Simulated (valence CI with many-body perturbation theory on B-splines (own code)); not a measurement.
## E1 transitions of Tc¹²⁺

Level of theory: relativistic CI+MBPT: three valence electrons over a frozen Dirac-Fock core [Ar] 3d10, radial functions for each j: 11 s, 11 p, 9 d, 7 f, 5 g, 2 h, 1 i, with the one-electron correlation potential Σ1 (screened to all orders), the two-electron term Σ2, the three-electron term Σ3, Breit, model QED; selected single and double excitations, second order for the rest, scaled by the run's own slope (own B-spline code, finite nucleus).

No measured spectrum was set against this ion. As an estimate, levels hold to about 250 cm⁻¹ or 0.2 % of their energy and the worst to 1 %, as in measured heavy ions of charge 2 to 7; those with d or f electrons hold less well.

Lines 51 to 100 of 281 in falling wavelength, among levels below 1019900 cm⁻¹, chosen from the strongest by gf and those to the six lowest levels. Wavelengths and rates use the calculated energies, so an error of 1000 cm⁻¹ moves a line at 371.0 Å by 0.37 % and its rate by three times that or more. Electric multipoles are in the length gauge, E1 and E2 with the static RPA response of the core. Weak lines are less certain than strong ones. Lines between different terms over intervals too small for the method are left out, as are lines whose strength nearly cancels. Where a level lies close to another of its J and parity, the split of strength between their lines is uncertain. The highest levels of a list are the least certain.

Names give the largest LS component (configuration and term), which can be under half, so a name can repeat, a term be missing and a line seem to break the LS rules; names also repeat where a configuration has a term twice. Letters in brackets count levels of one name in rising energy.

| λ vac (Å) | Upper | Lower | A (s⁻¹) | S (a.u.) with core polarisation | S without |
| --- | --- | --- | --- | --- | --- |
| 371.0 | 4s 4p 4d 2F°_7/2 [a] | 4s2 4d 2D_5/2 | 4.01e+09 | 8.08e-01 | 9.01e-01 |
| 370.1 | 4p2 4d 4F_7/2 | 4s 4p 4d 4F°_9/2 | 5.52e+09 | 1.11e+00 | 1.23e+00 |
| 366.9 | 4p2 4d 4D_7/2 | 4s 4p 4d 4P°_5/2 [b] | 2.11e+09 | 4.11e-01 | 4.59e-01 |
| 366.5 | 4p2 4d 4F_5/2 | 4s 4p 4d 4F°_7/2 | 5.56e+09 | 8.11e-01 | 9.01e-01 |
| 363.2 | 4p2 4d 4F_3/2 | 4s 4p 4d 4F°_5/2 | 5.60e+09 | 5.30e-01 | 5.88e-01 |
| 362.5 | 4p2 4d 4D_7/2 | 4s 4p 4d 4D°_7/2 | 1.58e+09 | 2.96e-01 | 3.30e-01 |
| 361.6 | 4p2 4d 2P_1/2 [a] | 4s 4p 4d 4P°_3/2 | 6.17e+09 | 2.88e-01 | 3.20e-01 |
| 359.8 | 4p2 4d 4F_9/2 | 4s 4p 4d 4F°_9/2 | 7.59e+09 | 1.75e+00 | 1.94e+00 |
| 355.2 | 4p2 4d 2F_7/2 [b] | 4s 4p 4d 2F°_7/2 [a] | 1.41e+09 | 2.50e-01 | 2.80e-01 |
| 354.4 | 4p2 4d 4F_3/2 | 4s 4p 4d 4F°_3/2 | 5.58e+09 | 4.90e-01 | 5.45e-01 |
| 352.4 | 4p2 4d 4F_5/2 | 4s 4p 4d 4F°_5/2 | 1.72e+09 | 2.22e-01 | 2.47e-01 |
| 351.8 | 4p2 4d 4P_5/2 | 4s 4p 4d 4D°_7/2 | 7.69e+09 | 9.92e-01 | 1.10e+00 |
| 351.6 | 4p2 4d 2F_7/2 [a] | 4s 4p 4d 4F°_7/2 | 3.30e+09 | 5.67e-01 | 6.29e-01 |
| 351.6 | 4s 4p2 2D_3/2 | 4s2 4p 2P°_1/2 | 6.64e+09 | 5.70e-01 | 6.31e-01 |
| 349.6 | 4s 4p2 2P_1/2 | 4s2 4p 2P°_3/2 | 2.86e+08 | 1.21e-02 | 1.34e-02 |
| 348.3 | 4p3 4S°_3/2 [a] | 4s 4p2 4P_5/2 | 1.10e+10 | 9.18e-01 | 1.02e+00 |
| 348.0 | 4p2 4d 4F_7/2 | 4s 4p 4d 4F°_7/2 | 2.70e+09 | 4.49e-01 | 4.99e-01 |
| 347.9 | 4p3 2P°_3/2 | 4s 4p2 2P_1/2 | 2.26e+09 | 1.88e-01 | 2.09e-01 |
| 347.4 | 4p2 4d 2F_5/2 [a] | 4s 4p 4d 4F°_5/2 | 3.26e+09 | 4.05e-01 | 4.49e-01 |
| 345.9 | 4s 4p 4d 2P°_3/2 [a] | 4s2 4d 2D_3/2 | 2.51e+09 | 2.05e-01 | 2.27e-01 |
| 345.0 | 4s 4p 4d 2F°_7/2 [b] | 4s2 4d 2D_5/2 | 8.25e+09 | 1.34e+00 | 1.50e+00 |
| 344.7 | 4p2 4d 4P_3/2 | 4s 4p 4d 4D°_5/2 | 6.05e+09 | 4.89e-01 | 5.42e-01 |
| 341.1 | 4p2 4d 2D_3/2 [b] | 4s 4p 4d 2F°_5/2 [a] | 6.25e+09 | 4.90e-01 | 5.42e-01 |
| 339.3 | 4p2 4d 2F_5/2 [a] | 4s 4p 4d 4F°_3/2 | 1.65e+09 | 1.91e-01 | 2.12e-01 |
| 338.9 | 4p2 4d 4F_9/2 | 4s 4p 4d 4F°_7/2 | 2.25e+09 | 4.32e-01 | 4.81e-01 |
| 338.6 | 4p2 4d 2F_7/2 [a] | 4s 4p 4d 4F°_5/2 | 1.80e+09 | 2.76e-01 | 3.08e-01 |
| 337.6 | 4p2 4d 2F_5/2 [b] | 4s 4p 4d 2F°_5/2 [a] | 1.66e+09 | 1.90e-01 | 2.13e-01 |
| 336.0 | 4s 4p 4d 2F°_5/2 [b] | 4s2 4d 2D_3/2 | 9.92e+09 | 1.11e+00 | 1.25e+00 |
| 336.0 | 4p2 4d 2D_5/2 | 4s 4p 4d 4P°_3/2 | 1.96e+09 | 2.21e-01 | 2.47e-01 |
| 334.8 | 4p2 4d 4P_1/2 | 4s 4p 4d 4P°_1/2 | 5.35e+09 | 1.98e-01 | 2.20e-01 |
| 334.8 | 4p2 4d 4P_1/2 | 4s 4p 4d 2D°_3/2 [a] | 1.01e+10 | 3.75e-01 | 4.15e-01 |
| 334.6 | 4p2 4d 2D_5/2 | 4s 4p 4d 4D°_7/2 | 4.06e+09 | 4.50e-01 | 4.99e-01 |
| 333.7 | 4p2 4d 2P_3/2 | 4s 4p 4d 4F°_5/2 | 2.96e+09 | 2.17e-01 | 2.41e-01 |
| 332.2 | 4p2 4d 2D_5/2 | 4s 4p 4d 4D°_5/2 | 2.72e+09 | 2.95e-01 | 3.28e-01 |
| 331.7 | 4p3 4S°_3/2 [a] | 4s 4p2 4P_3/2 | 5.40e+09 | 3.89e-01 | 4.31e-01 |
| 331.2 | 4p2 4d 2D_3/2 [a] | 4s 4p 4d 4P°_5/2 [b] | 4.89e+09 | 3.51e-01 | 3.88e-01 |
| 330.9 | 4p2 4d 4D_5/2 | 4s 4p 4d 4F°_7/2 | 5.92e+09 | 6.35e-01 | 7.04e-01 |
| 330.2 | 4p2 4d 4D_7/2 | 4s 4p 4d 4P°_5/2 [a] | 1.36e+09 | 1.94e-01 | 2.16e-01 |
| 328.1 | 4p2 4d 4D_7/2 | 4s 4p 4d 4F°_9/2 | 5.58e+09 | 7.78e-01 | 8.62e-01 |
| 328.0 | 4p3 4S°_3/2 [b] | 4s 4p2 4P_5/2 | 7.35e+09 | 5.12e-01 | 5.67e-01 |
| 326.9 | 4p3 2P°_1/2 | 4s 4p2 2D_3/2 | 1.69e+10 | 5.81e-01 | 6.43e-01 |
| 326.2 | 4p2 4d 2P_3/2 | 4s 4p 4d 4F°_3/2 | 6.13e+09 | 4.20e-01 | 4.66e-01 |
| 325.9 | 4p2 4d 4P_5/2 | 4s 4p 4d 4D°_3/2 | 2.83e+09 | 2.90e-01 | 3.22e-01 |
| 325.9 | 4p2 4d 2D_3/2 [b] | 4s 4p 4d 4P°_5/2 [b] | 3.53e+09 | 2.41e-01 | 2.67e-01 |
| 325.6 | 4p2 4d 2D_3/2 [a] | 4s 4p 4d 2D°_3/2 [a] | 5.68e+09 | 3.87e-01 | 4.30e-01 |
| 325.0 | 4p3 2D°_5/2 | 4s 4p2 4P_5/2 | 1.31e+09 | 1.33e-01 | 1.47e-01 |
| 324.5 | 4p2 4d 4D_1/2 | 4s 4p 4d 4F°_3/2 | 1.37e+10 | 4.63e-01 | 5.13e-01 |
| 322.7 | 4p2 4d 2G_9/2 | 4s 4p 4d 4F°_9/2 | 4.65e+09 | 7.72e-01 | 8.57e-01 |
| 322.0 | 4p2 4d 4P_3/2 | 4s 4p 4d 4D°_3/2 | 4.66e+09 | 3.08e-01 | 3.41e-01 |
| 321.3 | 4p2 4d 4P_5/2 | 4s 4p 4d 4P°_5/2 [a] | 7.28e+09 | 7.15e-01 | 7.91e-01 |
